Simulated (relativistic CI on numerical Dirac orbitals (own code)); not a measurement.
# Hyperfine structure of Tb¹⁷⁺, mass number 159

Method of calculation: Dirac-Coulomb-Breit CI, orbitals from a KLI potential per configuration, QED by a radiative potential, unscaled Slater integrals (own radial code, finite nucleus).

Configuration list (outside the closed core [Kr]): 4d10.4f2, 4d10.4f.5s, 4d10.5s2, 4d10.4f.5p, 4d10.5s.5p, 4d10.5p2, 4d9.4f3, 4d10.5s.5d, 4d10.4f.5d, 4d10.5p.5d, 4d9.4f.5s2, 4d10.5d2, 4d10.4f.5f, 4d10.4f.6s, 4d9.4f.5s.5p, 4d9.4f2.5s. Levels of other configurations are missing.

Nuclear spin I = 3/2, μ = 2.009 μN, Q = 1.432 b (tables of Stone and Pyykkö). The electronic factors are computed for point nuclear moments, without core polarisation or the Bohr-Weisskopf and QED corrections.

```csv
Level,E (cm⁻¹),A (MHz),B (MHz)
4d10.4f2 3H_4,0.0,2485,2680
4d10.4f2 3H_5,7989.5,1794,2850
4d10.4f2 3F_2,12967.3,2398,-835
4d10.4f2 3H_6,15758.5,1416,3180
4d10.4f2 1G_4,18073.6,1718,35.3
4d10.4f2 3F_3,18374.0,1592,-821
4d10.4f2 3F_4,28341.7,1370,-264
4d10.4f2 1D_2,44733.0,1614,-1840
```

Levels with J = 0, under 50 % of one LS term, or S terms without an open s electron are left out. Small factors come from cancelling terms and can be off by tens of per cent or more.

At this charge transitions that keep the count of f electrons are usually good to a few per cent. Terms inside the open d or f shell come out 10 to 20 % too wide with unscaled integrals. Levels that differ in their count of f electrons can be misplaced by several ten thousand cm⁻¹, since the correlation energy of f electrons is missing or only estimated; rates across such gaps can be off by orders of magnitude.

Problem. Give the hyperfine levels of 4d10.4f2 3H_4 relative to its centre of gravity.

Solution. With K = F(F + 1) − I(I + 1) − J(J + 1), E = AK/2 + B[¾K(K + 1) − I(I + 1)J(J + 1)]/[2I(2I − 1)J(2J − 1)]: F = 5/2: -17320, F = 7/2: -10470, F = 9/2: 68.5, F = 11/2: 15580 MHz.

LS names give the leading component of a level, which can be under half, so a name can repeat, a term be missing and a line seem to break the LS rules.
